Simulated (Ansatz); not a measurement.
`[OH][Zr]([OH])([F])[SH]` + `[OH][Al]([F])[O][SiH3]` → `[OH][Zr]([F])([F])[SH]` + `[OH][Al]([OH])[O][SiH3]`  (redistribution)

Computed with Ansatz on PBE0-D4/def2-TZVP structures; ΔE is electronic, products minus reactants. CCSD(T)/CBS is the MP2 limit (def2-TZVPP, def2-QZVPP) plus CCSD(T) − MP2 in def2-TZVPP, frozen cores. This one scheme is used for every species. Functionals use def2-TZVPP. B3LYP here is the variant with VWN-RPA as its local correlation; programs differ in this. def2 core potentials past Kr. For Zr outer-core shells are correlated without core-valence functions, which leaves a few kJ/mol of doubt a bond. One conformer a species, not always the lowest.

`[OH][Zr]([OH])([F])[SH]`:

Z-matrix (Å, degrees):
```
Zr
O 1 1.907
F 1 1.911 2 107.7
O 1 1.903 2 114.3 3 122.9
S 1 2.467 2 108.8 3 -119.5
H 2 0.953 1 168.6 3 -134.6
H 4 0.953 1 169.7 2 -16.8
H 5 1.347 1 91.9 2 45.1
```

`[OH][Al]([F])[O][SiH3]`:

Z-matrix (Å, degrees):
```
Si
O 1 1.627
H 1 1.486 2 110.0
H 1 1.486 2 109.4 3 119.7
H 1 1.486 2 110.3 3 -120.5
Al 2 1.669 1 167.2 3 71.7
F 6 1.638 2 119.8 1 -1.3
O 6 1.679 2 123.0 1 178.7
H 8 0.955 6 123.0 2 -0.0
```

`[OH][Zr]([F])([F])[SH]`:

Cartesian coordinates in Å:
```
O -1.386 0.592 -0.157
Zr 0.217 -0.097 0.586
F 1.086 1.190 1.682
F -0.118 -1.624 1.667
S 1.687 -0.716 -1.282
H -2.248 0.965 -0.326
H 0.761 -0.310 -2.171
```

`[OH][Al]([OH])[O][SiH3]`:

Z-matrix (Å, degrees):
```
Si
O 1 1.624
H 1 1.487 2 110.4
H 1 1.487 2 109.5 3 -119.6
H 1 1.487 2 110.7 3 120.6
Al 2 1.675 1 162.6 3 -69.6
O 6 1.688 2 121.6 1 179.7
O 6 1.685 2 118.9 1 -0.3
H 7 0.955 6 123.0 2 0.0
H 8 0.956 6 122.0 2 -179.9
```

```tsv
level	ΔE (kJ/mol)
PBE-D4	-5.7
PBE0-D4	-2.3
B3LYP-D4	-0.8
B2PLYP	0.7
PBE	-6.2
B3LYP	-1.6
CCSD(T)/def2-TZVPP	3.6
MP2/CBS(def2)	7.5
```

(1) What does CCSD(T)/CBS give? (Best estimate.)

Largest T1 diagnostic among the species: 0.017.

## Answers

(1) Ansatz gave: +5.2 kJ/mol. The listed levels differ from it by -10.9, -7.5, -6.0, -4.5, -11.4, -6.8, -1.6, 2.3 kJ/mol.

From PBE to PBE0 (25 % exact exchange), in def2-TZVPP and without D4, ΔE moves by +3.4 kJ/mol.
